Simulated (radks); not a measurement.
The sulfur ion S3+, 13 electrons, occupied as [Ne] 3s2 3p1. All-electron calculation, scalar-relativistic Kohn-Sham, SCAN, spin-polarised, spherical densities, finite nucleus; open shells are filled with parallel spins first; meta-GGA in the generalised Kohn-Sham scheme; Fermi nuclear charge, rms radius 3.2611 fm. Program: a radial shooting solver on a logarithmic mesh with Libxc functionals.

Local quantities along the radius. ELF = 1/(1 + alpha^2) is the electron localisation function; alpha = (tau - tau_W)/tau_unif compares the Pauli kinetic energy density with that of the uniform gas (summed over spins); -r V(r) is the screened charge that the Kohn-Sham potential of spin up presents (atomic units). tau is taken from the large components.

r (bohr)	ELF	alpha	-r V(r)
0.003977	1.000	0.01031	15.86
0.004449	1.000	0.01046	15.84
0.005016	1.000	0.01067	15.82
0.005656	1.000	0.01092	15.79
0.006377	1.000	0.01123	15.76
0.00719	1.000	0.01159	15.72
0.008106	1.000	0.01203	15.69
0.009067	1.000	0.01252	15.64
0.01022	1.000	0.01314	15.59
0.01153	1.000	0.01389	15.54
0.013	1.000	0.01479	15.47
0.01465	1.000	0.01589	15.40
0.01652	1.000	0.01723	15.32
0.01848	1.000	0.01877	15.23
0.02083	1.000	0.02082	15.13
0.02349	0.999	0.02340	15.02
0.02649	0.999	0.02671	14.89
0.02986	0.999	0.03102	14.75
0.03367	0.999	0.03672	14.60
0.03766	0.998	0.04384	14.44
0.04246	0.997	0.05425	14.25
0.04788	0.995	0.06893	14.04
0.05398	0.992	0.09018	13.82
0.06086	0.985	0.1217	13.58
0.06808	0.973	0.1659	13.35
0.07676	0.946	0.2384	13.08
0.08654	0.890	0.3523	12.83
0.09758	0.780	0.5305	12.57
0.11	0.608	0.8027	11.00
0.124	0.417	1.182	12.28
0.1387	0.292	1.556	11.17
0.1564	0.227	1.845	10.78
0.1764	0.230	1.831	10.39
0.1989	0.299	1.532	9.999
0.2242	0.428	1.157	9.188
0.2528	0.590	0.8335	9.423
0.2828	0.716	0.6298	8.690
0.3188	0.801	0.4988	8.192
0.3595	0.847	0.4257	7.723
0.4053	0.866	0.3936	7.276
0.457	0.864	0.3970	6.863
0.5111	0.838	0.4395	6.529
0.5763	0.763	0.5572	6.222
0.6498	0.579	0.8521	5.864
0.7326	0.315	1.474	4.930
0.826	0.132	2.570	4.914
0.9314	0.088	3.219	4.769
1.042	0.138	2.495	4.624
1.175	0.365	1.320	4.011
1.324	0.709	0.6409	4.433
1.493	0.858	0.4064	4.272
1.684	0.899	0.3344	4.169
1.898	0.891	0.3490	4.101
2.123	0.848	0.4230	4.078
2.394	0.743	0.5880	3.350
2.699	0.532	0.9373	5.355
3.043	0.278	1.610	2.443
3.431	0.089	3.194	3.022
3.869	0.020	7.058	3.125
4.327	0.004	16.48	3.107
4.879	0.000	46.34	3.066
5.501	0.000	150.4	3.033

On this mesh the ELF has minima near r = 0.16, 0.93 bohr, which separate the shells, and maxima near 0.41 (0.87), 1.7 (0.90).
